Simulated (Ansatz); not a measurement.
`C[S+](C)[GaH3-]`. Charge 0, multiplicity 1. Geometry: relaxed with PBE0-D4/def2-TZVP.

```xyz
13

C    -1.601   -0.002   -0.517
S    -0.199    0.955    0.063
C     0.070    0.201    1.669
Ga    1.627   -0.116   -1.234
H    -2.470    0.191    0.112
H    -1.351   -1.064   -0.520
H    -1.808    0.323   -1.536
H     0.237   -0.870    1.555
H    -0.784    0.395    2.319
H     0.962    0.663    2.093
H     1.249   -1.597   -0.806
H     1.208    0.360   -2.678
H     2.860    0.562   -0.521
```

(1) What is the dipole moment at ωB97M-V/def2-TZVPP? (Estimate.)

(2) And with PBE, r2SCAN, B3LYP? (Estimate.)

(3) Give the Mulliken charges with ωB97M-V, PBE, r2SCAN in def2-TZVPP. (Estimate.)

Answers

(1) Ansatz gave: 4.40 D, with components (-3.50, 0.13, 2.67) D in this frame, pointing from negative to positive charge.

(2) Computed: PBE 4.42 D, r2SCAN 4.52 D, B3LYP 4.44 D.

(3) Computed: 
```tsv
atom	ωB97M-V	PBE	r2SCAN
C1	-0.36	-0.26	-0.18
S2	0.06	0.02	0.02
C3	-0.36	-0.26	-0.18
Ga4	-0.05	-0.06	0.04
H5	0.15	0.12	0.09
H6	0.15	0.13	0.10
H7	0.16	0.14	0.11
H8	0.15	0.13	0.10
H9	0.15	0.12	0.09
H10	0.16	0.14	0.11
H11	-0.09	-0.09	-0.12
H12	-0.06	-0.07	-0.10
H13	-0.06	-0.07	-0.10
```

B3LYP here is the variant with VWN-RPA as its local correlation; programs differ in this.
